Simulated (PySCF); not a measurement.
**Removing the step error of a finite difference**

System: H7ClOSi3, singlet, geometry from GFN2-xTB. Level: HF/6-31G, polarisability (PySCF). Sums are taken with unrounded values, so a last digit can differ.

Second differences of the energy in a field along z gave a polarisability along z of 71.975 bohr³ at step 0.005 and 72.018 bohr³ at step 0.02 (atomic units).

Extrapolate to zero step.

The leading error of a symmetric difference goes as h², so A(h) = A0 + c h². Then c = (72.018 - (71.975))/(0.02² - 0.005²) = 116 (atomic units) and A0 = 71.975 - c × 0.005² = 71.972 bohr³. The analytic value from the same program and level is 71.972 bohr³: the smaller step missed it by 0.003, the extrapolation by 0.000.
